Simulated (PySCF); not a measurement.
## Electronic structure of Nb²⁺ (niobium, charge +2) at the UHF level

Configuration: [Kr] 4d2 5p1, one real determinant (an excited configuration). Calculation: PySCF 2.14, in aug-cc-pwCVDZ-PP with ECP28MDF; a scalar-relativistic core potential.

```json
{
  "Total energy": "-55.156727 hartree",
  "One-electron energy": "-86.0997 hartree",
  "Hartree (Coulomb) energy": "36.6649 hartree",
  "Exchange energy": "-5.7218 hartree",
  "⟨S²⟩": "3.7546",
  "⟨L²⟩": "14.037",
  "Sum of ⟨r⟩": "17.29 bohr",
  "Sum of ⟨r²⟩": "36.12 bohr²",
  "Traceless quadrupole moment −½Σ⟨3z² − r²⟩ along its main axis": "-5.73 e·bohr²"
}
```

```tsv
shell	electrons	mean orbital energy (eV)	spread (eV)	rms radius, mean of both spins (bohr)
4s α	1	-96.750	0	1.24
4s β	1	-93.687	0	1.24
4p α	3	-67.473	0.142	1.37
4p β	3	-63.449	0.381	1.37
4d α	2	-29.664	0.155	1.89
5p α	1	-16.357	0	3.82
```

⟨L²⟩ = 14.04 against 20 for a pure G term, so this real determinant mixes terms. Energies and moments cover only the electrons outside the core potential.
